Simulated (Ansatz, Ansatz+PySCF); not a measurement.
```yaml
atoms:
  - { symbol: Li, position_ang: [1.0795, 0.0282, 0.0626] }
  - { symbol: Li, position_ang: [-1.0326, 0.0916, -0.0133] }
  - { symbol: F, position_ang: [0.0430, 1.4089, 0.0254] }
  - { symbol: F, position_ang: [-0.0664, -1.3672, -0.0135] }
```

Basis set: def2-SVP (spherical functions). Left uncorrelated: 2 orbitals. Charge 0, multiplicity 1.

Computed with Ansatz (development build ahead of 0.2.0); each method stands on the lowest determinant of its kind that the runs found. Restricted open shells among the atoms or ions are ROHF, correlated in semicanonical orbitals with singles.

Question: Give the atomization energy at this shape (free ground-state atoms in the same class of orbitals less the molecule, no zero-point energy) of singlet Li2F2 by RHF-MP2, RHF.

Answer:

| method | atomization energy |
| --- | --- |
| RHF-MP2 | 14.03 eV |
| RHF | 10.78 eV |
